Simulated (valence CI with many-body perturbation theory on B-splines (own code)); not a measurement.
# Tb52+ in brief

Computed by configuration interaction combined with many-body perturbation theory (CI+MBPT): three valence electrons over a frozen Dirac-Fock core [Ne], a basis of 11 s, 11 p, 10 d, 8 f, 5 g, 2 h functions for each j, with the one-electron correlation potential Σ1 (screened to all orders), the two-electron term Σ2, the three-electron term Σ3, Breit, model QED; selected single and double excitations, second order for the rest, scaled by the run's own slope (own B-spline code, finite nucleus).

The last digits are not significant, and no measured levels were compared; by estimate large intervals hold to a few tenths of a per cent, small ones and those within an open d or f shell to about a per cent.

Levels are named by their leading jj configuration (3d3/2^4 stands for four electrons in 3d with j = 3/2), which in mixed levels can hold well under half, so a name can repeat and another be missing.

Rates and lifetimes use the calculated energies. Strong lines usually hold to 10 to 20 %, long lifetimes can be off by a factor of two.

Question: What is the ground level?

Answer: (3s^2 3p1/2) J=1/2, composition 99 % 3s²3p ²P°, g = 0.652.

Question: Among levels below 19243 × 10³ cm⁻¹, which E1 lines absorb most strongly from the ground level?

Answer: to (3s^2 3d3/2) J=3/2 at 3.145 nm, f = 0.399; to (3s 3p1/2 4p1/2) J=3/2 at 0.5252 nm, f = 0.275; to (3s 3p1/2 3p3/2) J=1/2 at 3.537 nm, f = 0.190.

Question: What is the ionisation energy?

Answer: 4878.8 eV; NIST lists 4877 ± 4 eV (theoretical).

Question: Name the longest-lived excited levels whose lifetime is computed, and their main decay.

Answer: (3s 3p3/2 3d5/2) J=9/2 at 5864.5 × 10³ cm⁻¹ lives 30.8 ns, mostly by M1 to (3s 3p1/2 3d5/2) J=7/2; (3s^2 3p3/2) J=3/2 at 1587.1 × 10³ cm⁻¹ lives 19.3 ns, mostly by M1 to (3s^2 3p1/2) J=1/2.

Question: How well does LS coupling describe the low levels?

Answer: Among the lowest 20 levels the leading LS term, summed over configurations, holds 66 % on average. For single configurations the figures are 64 % in LS and 93 % in jj coupling. Terms mix most in the J = 3/2 level at 4257.1 × 10³ cm⁻¹, where the leading one holds 38 %.
